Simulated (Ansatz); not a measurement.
`CBNBN` + `CN(C)CO` → `CN(C)BN` + `CBNCO`  (formal exchange of groups at a B–N bond)

Calculated with Ansatz (gas phase, PBE0-D4/def2-TZVP geometries, no zero-point term in ΔE). CBS: MP2 limit from def2 TZ/QZ plus the TZ coupled-cluster correction, frozen cores. DFT in def2-TZVPP. B3LYP here is the variant with VWN-RPA as its local correlation; programs differ in this. Each species was taken in one conformer, which may not be the lowest.

| level | ΔE (kcal/mol) | difference from CCSD(T)/CBS |
| --- | --- | --- |
| PBE-D4 | -3.6 | -1.4 |
| r2SCAN-D4 | -2.5 | -0.3 |
| PBE0-D4 | -3.1 | -0.9 |
| B3LYP-D4 | -3.2 | -1.0 |
| ωB97X-V | -2.4 | -0.2 |
| ωB97M-V | -2.3 | -0.1 |
| B2PLYP | -2.9 | -0.7 |
| PBE | -3.8 | -1.6 |
| r2SCAN | -2.5 | -0.3 |
| PBE0 | -3.3 | -1.1 |
| B3LYP | -3.5 | -1.3 |
| HF/def2-TZVPP | -1.3 | 0.9 |
| MP2/def2-TZVPP | -2.1 | 0.1 |
| SCS-MP2/def2-TZVPP | -2.2 | 0.0 |
| CCSD/def2-TZVPP | -2.1 | 0.1 |
| CCSD(T)/def2-TZVPP | -2.1 | 0.1 |
| HF/def2-QZVPP | -1.3 | 0.9 |
| MP2/def2-QZVPP | -2.2 | 0.0 |
| SCS-MP2/def2-QZVPP | -2.3 | -0.1 |
| HF/CBS(def2) | -1.3 | 0.9 |
| MP2/CBS(def2) | -2.2 | 0.0 |
| CCSD/CBS(def2) | -2.2 | 0.0 |
| CCSD(T)/CBS | -2.2 | 0 |

Largest T1 diagnostic among the species: 0.012.

In def2-TZVPP, CCSD(T) changes the Hartree–Fock value by −0.8 kcal/mol (the triples alone add −0.0 kcal/mol) and MP2 by −0.8 kcal/mol.
